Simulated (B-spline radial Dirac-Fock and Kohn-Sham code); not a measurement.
These are calculated numbers from a radial B-spline solver; the model is Dirac-Fock ΔSCF + Breit + QED. Free neutral atoms.

Q: Order these X-ray lines by photon energy, lowest first.
A. As Lℓ
B. Kr Lγ5
C. Au Mζ1
D. Cu Lβ4
E. Mg Kα2
F. Pr Mζ1

A: F (703.4 eV), D (1020.7 eV), A (1115.4 eV), E (1254.3 eV), C (1655.7 eV), B (1701.2 eV).
